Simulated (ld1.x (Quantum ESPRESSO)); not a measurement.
# chromium: one change to an ultrasoft potential, before and after

| Item | Value |
| --- | --- |
| Element | Cr (Z = 24) |
| Generator | ld1.x (Quantum ESPRESSO) 7.5 |
| Type | ultrasoft |
| Functional | PBEsol |
| Relativity | non-relativistic |
| Frozen core | [Ne] |
| Valence charge | 14 |
| Reference configuration | 3s2 3p6 3d6 4s0 4p0 |
| Partial waves | 3s (bound): rcut 1.30, rcutus 1.40 bohr; 4s (bound, empty): rcut 1.30, rcutus 1.40 bohr; 3p (bound): rcut 1.35, rcutus 1.60 bohr; 4p (bound, empty): rcut 1.35, rcutus 1.60 bohr; 3d (bound): rcut 1.55, rcutus 1.80 bohr; 3d channel at 0.75 Ry: rcut 1.55, rcutus 1.80 bohr |
| Local potential | all-electron potential smoothed inside 1.75 bohr (lloc = -1) |
| Core correction | Bessel-smoothed model core, default radius (core density twice the valence density) |
| Augmentation charge | PSQ, inside the norm-conserving radii |

All-electron outer shells of the reference configuration (PBEsol, non-relativistic, ld1.x):

```json
{"shell": "2s", "level (eV)": "-654.48", "outermost node (bohr)": "0.09", "outermost maximum (bohr)": "0.25"}
{"shell": "2p", "level (eV)": "-556.06", "outermost node (bohr)": "–", "outermost maximum (bohr)": "0.20"}
{"shell": "3s", "level (eV)": "-69.96", "outermost node (bohr)": "0.36", "outermost maximum (bohr)": "0.79"}
{"shell": "3p", "level (eV)": "-42.75", "outermost node (bohr)": "0.33", "outermost maximum (bohr)": "0.81"}
{"shell": "4s", "level (eV)": "-3.41", "outermost node (bohr)": "1.14", "outermost maximum (bohr)": "2.88"}
{"shell": "3d", "level (eV)": "-1.31", "outermost node (bohr)": "–", "outermost maximum (bohr)": "0.85"}
{"shell": "4p", "level (eV)": "-0.77", "outermost node (bohr)": "1.27", "outermost maximum (bohr)": "4.30"}
```

Change: functional LDA (PZ).

Cutoffs: the cutoffs (Ry, on a coarse ladder) from which the occupation-weighted sum of valence levels, in a spherical-Bessel basis at the reference potential, stays within 10 and 1 mRy of its value at 400 Ry; they do not see the model core or the augmentation charge, which bear on the density cutoff. Errors are all-electron minus pseudo energies relative to the spin-unpolarised reference configuration.

Question: How do hardness, ghosts and transferability respond?

Answer: The potential gets neither clearly harder nor softer (35 Ry and 60 Ry → 35 Ry and 60 Ry); the number of tests with a reliable result goes from 7 to 9; of the 7 tests that both files solve, the error grows in 5 and shrinks in 1 by more than 15 % and 0.3 meV (median size 6.7 → 10.5 meV); neither file shows a bound ghost.

| quantity | base | changed |
| --- | --- | --- |
| cutoff, loose | 35 Ry | 35 Ry |
| cutoff, tight | 60 Ry | 60 Ry |
| bound ghosts | none | none |
| error for 3s2 3p6 3d5 4s1 4p0, meV [ΔE -1.58 eV] | +1.3 | +2.2 |
| error for 3s2 3p6 3d5 4s0 4p0, meV [ΔE 5.17 → 5.44 eV] | -6.7 | -4.6 |
| error for 3s2 3p6 3d4 4s0 4p0, meV [ΔE 21.28 → 21.88 eV] | +2.7 | +10 |
| error for 3s2 3p6 3d4 4s1 4p1, meV [ΔE 2.08 → 2.17 eV] | +25 | +29 |
| error for 3s2 3p6 3d5 4s0 4p1, meV [ΔE 1.47 → 1.53 eV] | -0.5 | +0.7 |
| error for 3s2 3p6 3d4 4s2 4p0, meV [ΔE -1.45 → -1.41 eV] | +27 | +32 |
| error for 3s1 3p6 3d5 4s1 4p0, meV [ΔE 77.01 → 76.85 eV] | +15 | +22 |
| s: phases at 1.95 bohr within 0.05 rad from the reference energy up to (Ry; the scan ends near 5) | to the end of the scan | to the end of the scan |
| p: phases at 1.95 bohr within 0.05 rad from the reference energy up to (Ry; the scan ends near 5) | to the end of the scan | to the end of the scan |
| d: phases at 1.95 bohr within 0.05 rad from the reference energy up to (Ry; the scan ends near 5) | 3.9 | 3.9 |
| lowest overlap eigenvalue by channel | s 0.19, p 0.13, d 1.00 | s 0.19, p 0.13, d 1.00 |
